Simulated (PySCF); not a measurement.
Computed shifts of a molecule C₅H₈O, PBE0/pcSseg-1 in PySCF, GIAO, gas phase, equivalent atoms averaged, in ppm (number of nuclei): ¹³C: 159.9 (1), 142.4 (1), 124.6 (1), 96.6 (1), 75.3 (1). ¹H: 6.52 (1), 6.31 (1), 6.16 (1), 5.87 (1), 5.04 (1), 4.57 (1), 4.49 (1), 4.40 (1). References: ¹³C against TMS (σ = 186.3 ppm); ¹⁷O against H2O (σ = 334.2 ppm); ¹H against TMS (σ = 31.56 ppm), references at their B3LYP-D3(BJ)/def2-TZVP geometries, non-relativistic. Geometry: B3LYP-D3(BJ)/def2-SVP. Other conformers were not sampled.

Q: Identify the compound among the candidates.
A) C=C1CO[C@H]1C
B) CC1=CO[C@H]1C
C) CC1=C[C@H](C)O1
D) C=CCOC=C

A: D, C=CCOC=C
